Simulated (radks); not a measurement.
Charge is removed step by step from the 5p level of the mercury ion Hg3+, starting from [Xe] 4f14 5d9. Method: scalar-relativistic Kohn-Sham, r2SCAN, spin-unpolarised, spherical densities, finite nucleus; meta-GGA in the generalised Kohn-Sham scheme; Fermi nuclear charge, rms radius 5.4648 fm; computed with a radial shooting solver on a logarithmic mesh with Libxc functionals.

| removed (e) | E - E(0) (eV) | eigenvalue (eV) | E minus straight line (eV) |
|---|---|---|---|
| 0 | 0.000 | -102.37 | 0.000 |
| 0.125 | 12.919 | -104.52 | -0.958 |
| 0.25 | 26.108 | -106.69 | -1.646 |
| 0.375 | 39.569 | -108.87 | -2.063 |
| 0.5 | 53.303 | -111.07 | -2.205 |
| 0.625 | 67.313 | -113.28 | -2.072 |
| 0.75 | 81.601 | -115.51 | -1.662 |
| 0.875 | 96.168 | -117.76 | -0.972 |
| 1 | 111.02 | -120.02 | 0.000 |

Removing the whole electron costs 111.02 eV by Delta-SCF, against 102.37 eV from minus the eigenvalue at the starting occupation. Slater's transition state (half an electron removed) gives 111.07 eV. Integrating minus the eigenvalue over the occupation (Janak's theorem) gives 111.11 eV. In this scalar-relativistic scheme the density is built from large components alone, so the theorem holds only approximately. The mean slope of the eigenvalue, de/dn, is 17.6 eV per electron.
